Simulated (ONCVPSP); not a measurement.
# Cu: excitation energies, all-electron against ONCV

copper (Cu), optimised norm-conserving Vanderbilt (ONCV), made with ONCVPSP 4.0.1 (PBE, scalar-relativistic). Core [Ne], reference 3s2 3p6 3d10 4s1. Waves: 3s+4s: rc 1.30 bohr, ncon 3, nbas 6, qcut 10.8 1/bohr, 2 projectors; 3p: rc 1.00 bohr, ncon 4, nbas 8, qcut 15.7 1/bohr, 2 projectors, debl 0.5 Ha; 3d: rc 1.30 bohr, ncon 4, nbas 9, qcut 11.5 1/bohr, 2 projectors, debl 1.4 Ha. Local part: polynomial inside 0.95 bohr (lpopt 5, dvloc0 1 Ha). Core correction: none.

In the p channel the program set the typed energies aside and used -2.651, 0.250 Ha.

Energies are relative to the spin-unpolarised reference configuration 3s2 3p6 3d10 4s1; without spin polarisation the order of configurations can differ from experiment. Not all tests gave a result: 1 of 4 tests not solved or not reliable.

```csv
valence configuration,charge,ΔE all-electron (eV),error AE − PS (meV)
3s2 3p6 3d10 4s0,+1,8.150,+4.6
3s2 3p6 3d9 4s0,+2,29.483,+1.4
3s2 3p6 3d9 4s2,0,1.972,+17
```

Levels in the configuration 3s2 3p6 3d9 4s0:

```
level  all-electron (eV)  pseudo (eV)
   3s           -140.286     -140.278
   3p            -97.619      -97.618
   3d            -29.628      -29.618
```
